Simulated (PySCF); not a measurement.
## 3-ethylfuran: full NMR table

```yaml
Formula: C6H8O
SMILES: CCc1ccoc1
InChI: InChI=1S/C6H8O/c1-2-6-3-4-7-5-6/h3-5H,2H2,1H3
Point_group_of_the_computed_structure: C1
Degrees_of_unsaturation: 3
Carbon_signals: 6
Proton_signals: 5
```

Bonds (- single, = double, # triple, : aromatic): C1-C2 1.530 Å, C2-C3 1.492 Å, C3:C4 1.423 Å, C4:C5 1.359 Å, C5:O6 1.343 Å, O6:C7 1.346 Å, C7:C3 1.363 Å. C1 carries H8, H9, H10; C2 carries H11, H12; C4 carries H13; C5 carries H14; C7 carries H15.

PySCF 2.14 calculation with GIAO PBE0/pcSseg-1 shieldings and geometry from GFN2-xTB; one conformer, fast rotation and ring inversion assumed for equivalent nuclei, relativity neglected, gas phase.

Shifts are taken against calculated references (same method and geometry level): TMS for ¹H and ¹³C; ¹⁷O vs H2O.

| carbon | δC, type | δH (multiplicity) | HMBC from (2–3 bonds) | span of the C tensor (ppm) |
| --- | --- | --- | --- | --- |
| C1 | 21.8, CH3 | 1.21 (t) | H11/H12 | 35 |
| C2 | 23.1, CH2 | 2.57 (q) | H15, H13, H8/H9/H10 | 20 |
| C3 | 135.7, C | – | H14, H15, H13, H11/H12, H8/H9/H10 | 182 |
| C4 | 118.0, CH | 6.56 (m) | H14, H15, H11/H12 | 172 |
| C5 | 147.7, CH | 7.45 (m) | H15, H13 | 145 |
| C7 | 143.4, CH | 7.38 (m) | H14, H13, H11/H12 | 134 |

Other nuclei:
```
atoms  nucleus           environment  δ (ppm)  σ (ppm)
   O6      ¹⁷O  aromatic ring oxygen    299.4     36.7
```

Carbon types of the structure: 1 × C, 3 × CH, 1 × CH2, 1 × CH3, which accounts for all hydrogens. δC 147.7, 143.4: aromatic CH next to the ring oxygen. δC 135.7: substituted aromatic carbon. δC 118.0: aromatic CH. δC 23.1: sp3 CH2 on an aromatic ring; saturated and bonded to C and H only. δH 7.45, 7.38: hydrogen on an aromatic CH next to the ring oxygen; the ring current deshields protons in the ring plane.

Shifts are as computed. Against solution values, carbons near 30 ppm lie about +3 ppm off and those near 130 ppm about +5 ppm. Of 1211 compounds with measured shifts, 218 miss one by over three times the rms of a fit or turn the order of signals round; such compounds aren't used in these exercises. Unscaled 17O shifts of doubly bonded oxygen tend to come out too high, by tens of ppm or more. Experimental scales use liquid or dissolved standards, which lie at an offset from isolated H2O (liquid H2O: subtract about 36 ppm). Multiplicities follow the n + 1 count of equivalent neighbours, as no J values were calculated; m marks all less simple cases, F and P coupling included.
